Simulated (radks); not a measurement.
Problem. Re LXX, configuration [He] 2s2 2p1.5 3d0.5 (fractional occupations, a model configuration). Calculated with a radial shooting solver on a logarithmic mesh with Libxc functionals: scalar-relativistic Kohn-Sham, Wu-Cohen GGA, spin-unpolarised, spherical densities, point nucleus. Some entries of the table are withheld. Estimate them.

orbital,occ.,eigenvalue (hartree),<r> (bohr),<1/r> (bohr^-1)
1s,2,(1),0.01798,88.98
2s,2,-708.5940,(2),21.61
2p,1.5,-655.9017,0.06528,19.49
3d,0.5,-274.1563,(3),(4)

Solution. 
(1) 1s eigenvalue (hartree): -2923.623
(2) 2s <r> (bohr): 0.07358
(3) 3d <r> (bohr): 0.1458
(4) 3d <1/r> (bohr^-1): 8.048
